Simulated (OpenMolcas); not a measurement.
**Ta³⁺: the spin-orbit constant, worked from levels**

```yaml
Program: OpenMolcas
Basis: ANO-RCC-VTZP [8s7p5d3f2g1h]
Scalar_Hamiltonian: DKH4, point nucleus
Active_space: 2 electrons in 5 orbitals (5d)
State_averaging: 2S+1 = 3 even, 10 roots; 2S+1 = 1 even, 15 roots
Spin-orbit_coupling: state interaction with AMFI integrals over the reference wave functions, term energies averaged over their components
```

Methods: CASSCF; SS-CASPT2, IPEA 0.25 Eh, imaginary shift 0.1 Eh (closed shells correlated: 5s 5p).

**The spin-orbit constant.** For the Hund term ³F of d2, E(J) = (A/2) J(J+1) + constant and ζ = 2S·A = 2A. From J = 2 to J = 4 the energy changes by 7 A.

```json
{"Source": "CASSCF", "E(4) - E(2)": "8730.8", "A": "1247.3", "ζ": "2495"}
{"Source": "SS-CASPT2", "E(4) - E(2)": "8981.3", "A": "1283.0", "ζ": "2566"}
```

All in cm-1. Both methods take the spin-orbit matrix elements from the reference wave functions, so the second can move ζ only through the term energies and any multistate remixing. Second-order mixing with other terms is absorbed into this ζ.

CASPT2 does not keep the components of a term degenerate, so their means are used; among the terms shown or strongly mixed into the levels shown the widest spread is 280 cm-1 (5d² ³F, SS-CASPT2). Without dynamic correlation excited terms often stand tens of per cent too high (terms of higher spin than the ground term too low), and those without a measured partner can miss by more than the paired ones (holds for CASSCF). Only configurations of the active space appear.
